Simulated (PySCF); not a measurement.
**WCl2: PBE0 against B3LYP**

Base calculation in PySCF with density fitting and no spin–orbit coupling, PBE0/def2-TZVP (scalar-relativistic core potentials): quintet, C2v, W–Cl 2.267 Å (×2); Cl–W–Cl 141.3°; wavenumbers 62, 389, 398 cm⁻¹; dipole moment 1.55 D, polar-tensor charge of W 1.10 e, atomisation energy (no zero-point energy) 879 kJ/mol.

Q: What changes on going to B3LYP/def2-TZVP (scalar-relativistic core potentials)?

A: The point group stays the same. Changes: mean bond to W +0.020 Å, smallest bond angle +0.6 degrees, highest wavenumber -12 cm⁻¹, lowest wavenumber -2 cm⁻¹, dipole moment -0.01 D, polar-tensor charge of W -0.01 e, atomisation energy (no zero-point energy) -49 kJ/mol. The new structure has W–Cl 2.287 Å (×2); Cl–W–Cl 141.9°, with wavenumbers 60, 377, 386 cm⁻¹.

Spin–orbit coupling can matter for WCl₂ and is left out. Open d or f shells are single determinants, so the state found may not be the ground state. The structures come from searches over a few start shapes, so lower isomers are not excluded.
